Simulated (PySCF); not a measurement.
A GIAO shielding run with PySCF 2.14 (density fitting, non-relativistic, gas phase) on SMILES F[Si@@H]([SiH2]P)C1C[SiH2]C1, C$_{3}$H$_{12}$FPSi$_{3}$:

```
$ OMP_NUM_THREADS=1 python probes_run.py task.json out

{"job": {"kind": "nmr", "xc": "PBE0", "basis": "pcSseg-1"}, "charge": 0, "multiplicity": 1}
F      0.652287    -0.375287     3.044614
Si     0.694868     0.157322     1.511056
Si     2.518350    -0.844803     0.503989
P      2.605240    -0.183617    -1.638275
C     -0.945025    -0.327709     0.679959
C     -2.183526     0.546510     1.006649
Si    -2.674179     0.597454    -0.840032
C     -0.936675    -0.194585    -0.862880
H      0.745381     1.609299     1.709453
H      3.796204    -0.561901     1.180633
H      2.449808    -2.311833     0.411400
H      2.829077     1.150597    -1.344717
H      3.953888    -0.429321    -1.790995
H     -1.176073    -1.365411     0.939300
H     -2.867403     0.082217     1.713471
H     -1.911148     1.516371     1.419951
H     -3.769901    -0.298755    -1.212934
H     -2.830750     1.909069    -1.466766
H     -0.153111     0.475484    -1.221678
H     -0.802464    -1.140422    -1.384020
```

Hardware: 1 thread of an Arm Neoverse V2, shared host. The job also computes population analyses, field gradients, ring-centre shieldings.

Q: How large is the calculation?

A: 96 electrons, 224 basis functions and 1258 auxiliary functions.

Q: How long does it take, and how much memory does it need?

A: 48 s of wall time, with 13 SCF cycles and 4 response iterations; peak memory 1.1 GiB. Times on a shared host scatter by some tens of per cent.
